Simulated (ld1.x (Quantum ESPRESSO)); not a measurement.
**What one change does to a pseudopotential (aluminium, PAW)**

aluminium (Al), PAW, made with ld1.x (Quantum ESPRESSO) 7.5 (PBE, non-relativistic). Core [He], reference 2s2 2p6 3s1 3p0 (charge +2). Waves: 2s (bound): rcut 1.15, rcutus 1.25 bohr; 3s (bound): rcut 1.15, rcutus 1.25 bohr; 2p (bound): rcut 1.00, rcutus 1.15 bohr; 3p (bound, empty): rcut 1.00, rcutus 1.15 bohr; 3d channel at -0.05 Ry: rcut 0.80, rcutus 1.00 bohr. Local part: all-electron potential smoothed inside 0.85 bohr (lloc = -2). Core correction: Bessel-smoothed model core inside 1.00 bohr. Augmentation charge: PSQ, inside the norm-conserving radii.

All-electron outer shells of the reference configuration (PBE, non-relativistic, ld1.x):

```json
{"shell": "2s", "level (eV)": "-128.30", "outermost node (bohr)": "0.17", "outermost maximum (bohr)": "0.50"}
{"shell": "2p", "level (eV)": "-90.28", "outermost node (bohr)": "–", "outermost maximum (bohr)": "0.43"}
{"shell": "3s", "level (eV)": "-23.71", "outermost node (bohr)": "0.79", "outermost maximum (bohr)": "1.91"}
{"shell": "3p", "level (eV)": "-17.21", "outermost node (bohr)": "0.80", "outermost maximum (bohr)": "2.19"}
```

Change: waves 2p (bound): rcut 1.00, rcutus 1.62 bohr; 3p (bound): rcut 1.00, rcutus 1.62 bohr.

Cutoffs: the cutoffs (Ry, on a coarse ladder) from which the occupation-weighted sum of valence levels, in a spherical-Bessel basis at the reference potential, stays within 10 and 1 mRy of its value at 400 Ry; they do not see the model core or the augmentation charge, which bear on the density cutoff. Errors are all-electron minus pseudo energies relative to the spin-unpolarised reference configuration.

Task: How do hardness, ghosts and transferability respond?

Result: The potential gets softer (70 Ry and 110 Ry → 55 Ry and 80 Ry); the number of tests that count goes from 7 to 2 (the test run of the changed file stopped, so its transferability is not established); neither file shows a bound ghost at the reference potential, the only one tested. A larger radius leaves more room for a smooth pseudo-wave, so fewer plane waves are needed.

```tsv
quantity	base	changed
cutoff, loose	70 Ry	55 Ry
cutoff, tight	110 Ry	80 Ry
loose cutoff by channel (10 mRy a level)	s 55 Ry, p 50 Ry	s 55 Ry, p 25 Ry
bound ghosts	none	none
tests counted (converged, no solver errors)	7 of 7	2 of 7 (the test run stopped)
error for 2s2 2p6 3s2 3p0, meV [ΔE -19.19 eV]	+1.4	+1.3
error for 2s2 2p6 3s0 3p0, meV [ΔE 28.39 eV]	0.0	-0.3
lowest overlap eigenvalue by channel	s 0.13, p 0.14, d 1.00	s 0.13, p 0.77, d 1.00
```

Changed file: Tests not counted: 2s2 2p6 3s2 3p1 (solver errors, printed error -3.0 eV); 2s2 2p6 3s2 3p1.3 (solver errors, printed error -4.8 eV); 2s2 2p6 3s2 3p0.5 (solver errors, printed error -824 meV). These tests converged, but a pseudo level misses the all-electron one widely, so the file describes the atom poorly there or has found another state: 2s2 2p6 3s0 3p0: empty 3p by 17.6 eV.
